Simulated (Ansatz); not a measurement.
`[SiH3]/C=C/Cl` + H₂O → `O/C=C\Cl` + SiH₄  (formal hydrolysis of a C–Si bond)

Program: Ansatz. Geometries: PBE0-D4/def2-TZVP. ΔE: electronic, gas phase. CCSD(T)/CBS adds triple-zeta CCSD(T) − MP2 to the extrapolated MP2 energy (def2 sets, frozen cores). This one scheme is used for every species. Double bonds are as drawn, so ΔE can hold a change between cis and trans. DFT in def2-TZVPP. B3LYP here is the variant with VWN-RPA as its local correlation; programs differ in this. One conformer a species, not always the lowest.

`[SiH3]/C=C/Cl`:

Cartesian coordinates in Å:
```
Si 0.014 1.350 -0.069
C 0.042 -0.398 0.560
C -0.045 -1.427 -0.271
Cl -0.027 -3.076 0.230
H -0.112 1.320 -1.550
H -1.132 2.096 0.513
H 1.265 2.060 0.309
H 0.130 -0.598 1.625
H -0.136 -1.329 -1.347
```

H₂O:

Z-matrix (Å, degrees):
```
O
H 1 0.960
H 1 0.960 2 105.1
```

`O/C=C\Cl`:

Cartesian coordinates in Å:
```
O -0.988 0.449 1.068
C -0.575 0.277 -0.195
C 0.576 -0.262 -0.580
Cl 1.717 -0.825 0.588
H -0.301 0.112 1.660
H -1.290 0.630 -0.928
H 0.862 -0.379 -1.613
```

SiH₄:

Cartesian coordinates in Å:
```
Si 0.000 0.000 0.000
H -0.989 -0.392 -1.036
H 1.370 -0.313 -0.480
H -0.270 -0.752 1.251
H -0.111 1.457 0.264
```

```tsv
level	ΔE (eV)
BLYP-D4	0.50
B3LYP-D4	0.53
MP2/def2-TZVPP	0.68
MP2/CBS(def2)	0.73
```

(1) What does CCSD(T)/CBS give? (An estimate is asked.)

Largest T1 diagnostic among the species: 0.012.

## Answers

(1) Computed: +0.66 eV. The listed levels differ from it by -0.16, -0.13, 0.02, 0.07 eV.

In def2-TZVPP, CCSD(T) changes the Hartree–Fock value by +0.10 eV (the triples alone add +0.00 eV) and MP2 by +0.18 eV. From PBE to PBE0 (25 % exact exchange), in def2-TZVPP and without D4, ΔE moves by +0.04 eV.
